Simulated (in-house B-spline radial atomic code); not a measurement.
**Response and correlation of Pt50+**

Closed shell [Ar] 3d10. Computed with an all-electron radial atomic-structure program (B-spline basis): Dirac-Hartree-Fock, relativistic RPA (time-dependent Dirac-Hartree-Fock) for the response and second-order many-body perturbation theory for correlation, no-pair Dirac-Coulomb Hamiltonian, finite nucleus.

Command:
```bash
python run_mb.py task.json out
```
Settings (nuclear radius in fm, box in bohr, cutoff in hartree):
```
basis_form          2
Z                   78
core_configuration  [Ar] 3d10
rms_radius          5.427
mass_number         195
speed_of_light      137.036
box_radius          1.937
lmax                7
intervals           55
virtual_cutoff      152100.0
```

Run time, properties included: 2.9 s on 1 thread of Arm Neoverse V2, on a shared host.

| multipole (bohr³, bohr⁵, bohr⁷) | uncoupled | coupled RPA |
| --- | --- | --- |
| dipole | 0.0016274 | 0.0015982 |
| quadrupole | 7.8333e-05 | 8.0311e-05 |
| octupole | 5.5868e-06 | ? |

(1) What is the coupled octupole polarisability?

(2) Which subshells carry the dipole polarisability?

(3) What does the dipole shielding factor come to?

Dipole polarisability at imaginary frequency:

```
u (Eh)  α(iu) (bohr³)
     0       0.001598
  7.28        0.00159
  18.2       0.001546
  36.4        0.00141
  54.6       0.001234
  72.8       0.001055
   109      0.0007575
   146       0.000548
   182      0.0004116
   255      0.0002512
   364      0.0001414
   546      7.025e-05
   728      4.193e-05
  1090      1.989e-05
  1820      7.504e-06
  3640       1.95e-06
```

(4) What dispersion coefficients follow for two such ions (the dispersion part alone)?

Lowest J = 1 odd-parity excitations:

```json
{"energy (eV)": "1996.8", "oscillator strength": "0.16", "leading channel": "3d3/2 → p1/2", "weight": "0.996"}
{"energy (eV)": "2045.9", "oscillator strength": "0.271", "leading channel": "3d5/2 → p3/2", "weight": "0.992"}
{"energy (eV)": "2131.7", "oscillator strength": "0.0258", "leading channel": "3d3/2 → p3/2", "weight": "0.996"}
{"energy (eV)": "2307.1", "oscillator strength": "0.364", "leading channel": "3p3/2 → s1/2", "weight": "0.996"}
{"energy (eV)": "2398.7", "oscillator strength": "0.00276", "leading channel": "3d5/2 → f5/2", "weight": "0.92"}
{"energy (eV)": "2433.8", "oscillator strength": "2.25", "leading channel": "3d5/2 → f7/2", "weight": "0.822"}
{"energy (eV)": "2519.1", "oscillator strength": "5.23", "leading channel": "3d3/2 → f5/2", "weight": "0.902"}
{"energy (eV)": "2704.9", "oscillator strength": "0.00333", "leading channel": "3p3/2 → d3/2", "weight": "0.522"}
```

Second-order correlation energy by the highest angular momentum of the excited pair (hartree): s -0.0287, p -0.2135, d -0.4846, f -0.5556, g -0.1862, h -0.08113, i -0.03677, k -0.01864.

(5) What is the second-order correlation energy at the partial-wave limit?

Results:

(1) 5.7626e-06 atomic units, +3 % against the uncoupled value.

(2) 3d5/2 47.4 %, 3d3/2 29.7 %, 3p3/2 15.3 %.

(3) The dipole shielding factor is 0.359, against the exact N/Z = 28/78 = 0.359 of the non-relativistic theorem.

(4) C6 = (3/π)∫α(iu)²du = 0.0001997 hartree·bohr⁶ and C8 = 5.234e-05 hartree·bohr⁸.

(5) The listed waves sum to -1.6052 hartree; extrapolating the increments as (l + 1/2)⁻⁴ gives -1.6433 hartree, -1.6 eV per electron.
